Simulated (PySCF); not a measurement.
From computed data to an observable: chemical shift, span and skew from a shielding tensor

C4H7FO, SMILES CO[C@@H]1C[C@@H]1F. Atoms are numbered in the order given.

```xyz
13

C      2.1991     0.0069     0.4831
O      1.0005     0.6023     0.0773
C     -0.1060     0.0689     0.6898
C     -0.6838    -1.2271     0.1596
C     -1.3725     0.0737    -0.0934
F     -1.3389     0.5706    -1.3484
H      2.3756     0.1338     1.5688
H      3.0158     0.4973    -0.0640
H      2.2183    -1.0761     0.2574
H     -0.1778     0.2526     1.7736
H     -1.1286    -1.9583     0.8394
H     -0.1639    -1.6398    -0.7098
H     -2.3145     0.3019     0.4170
```
Charge 0, spin multiplicity 1.

Geometry: PBE0-D3(BJ)/def2-SVP. The structure was generated by enumeration; whether it is a known compound was not checked. One conformer was computed; it need not be the lowest.

GIAO shieldings from KT2/pcSseg-1 in PySCF, non-relativistic, no solvent. The symmetric part of the tensor of C5 has the principal values 60.7, 86.6, 185.9 ppm. The same nucleus in TMS has σ = 185.1 ppm at this level (PySCF, at its B3LYP-D3(BJ)/def2-TZVP geometry).

Work out the isotropic shielding, the ¹³C shift against TMS, the span and the skew.


σ(iso) = (σ11 + σ22 + σ33)/3 = 111.1 ppm. δ = σ(ref) − σ(iso) = 185.1 − (111.1) = 74.0 ppm.
Span Ω = σ33 − σ11 = 125.2 ppm. Skew κ = 3(σ(iso) − σ22)/Ω = 0.59. Tumbling in solution averages the tensor to δ; in a static solid the shielding alone would spread this spin-1/2 line over Ω.
